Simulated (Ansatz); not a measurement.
# A ladder of methods for SnO (tin(ii) oxide)

SnO: 2 atoms, total charge 0, spin state singlet. As SMILES, `[O]=[Sn]`. Geometry: relaxed at PBE0-D4/def2-TZVP.

```xyz
2

O     0.0000    0.0000   -0.0071
Sn    0.0000    0.0000    1.8107
```

Each level gives the energy change with the O1–Sn2 bond stretched from 1.818 to 2.727 Å (eV). The values are calculated.

```
                      level                    kind  program  value (eV)
     HF/STO-3G (restricted)            Hartree–Fock   Ansatz        5.39
   BLYP/STO-3G (restricted)                     GGA   Ansatz        5.38
 r2SCAN/STO-3G (restricted)                meta-GGA   Ansatz        5.94
  B3LYP/STO-3G (restricted)           global hybrid   Ansatz           ?
   PBE0/STO-3G (restricted)           global hybrid   Ansatz        6.43
r2SCAN0/STO-3G (restricted)         hybrid meta-GGA   Ansatz           ?
  HSE06/STO-3G (restricted)  range-separated hybrid   Ansatz        6.38
                 FCI/STO-3G      exact in the basis   Ansatz        4.14
```

Question: Estimate what the levels marked ? give.

Answer: As computed at these levels: B3LYP/STO-3G (restricted): 6.21 eV; r2SCAN0/STO-3G (restricted): 6.75 eV. Spin-restricted single references rise too steeply as a bond breaks. All-electron rows without a relativistic Hamiltonian named are non-relativistic. The first shape isn't each level's own minimum. The values span 4.14 to 6.75 eV. All rows use very small basis sets, so even the best lies far from the true value.
